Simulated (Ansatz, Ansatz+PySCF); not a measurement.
```xyz
3

N     0.0514    0.0156   -0.0062
N     1.1086   -0.0256   -0.1183
O     0.4474    3.2087    0.3090
```

Basis set: def2-SVP (spherical functions). Correlated methods keep 3 orbitals frozen. Charge 0, multiplicity 3.

Computed with Ansatz (development build ahead of 0.2.0); each method stands on the lowest determinant of its kind that the runs found.

The atomization energy at this shape (free ground-state atoms in the same class of orbitals less the molecule, no zero-point energy) of triplet N₂O:

```tsv
method	atomization energy
PBE0 (unrestricted)	930.2 kJ/mol
UHF-MP2	897.9 kJ/mol
```

What does UHF give?

474.8 kJ/mol. Caution: the shape is not the minimum. Caution for PBE0 (unrestricted): charge can spread falsely over distant fragments. Caution for UHF-MP2: MP2 forces lie far from those of the mean fields.
